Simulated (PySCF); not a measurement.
## Correlation energy of S (sulfur, neutral)

[Ne] 3s1 3p5, high-spin 3P determinant (an excited configuration). Computed with PySCF 2.14 in dyall-acv3z (19s12p6d4f, 113 functions), with no relativity, point nucleus. Frozen: [Ne]; 6 electrons correlated; the 31 highest virtual orbitals of each spin left out.

```
  level  correlation energy (mhartree)
   CCSD                        -217.90
    (T)                         -24.58
CCSD(T)                        -242.48
```

Diagnostics: T1 = 0.032, D1 = 0.0713, largest double amplitude 0.211.

Q: Is a single reference adequate?

A: Not fully. T1 exceeds 0.03, a sign that the reference determinant is poor. A double-excitation amplitude exceeds 0.15, a sign of near-degeneracy.
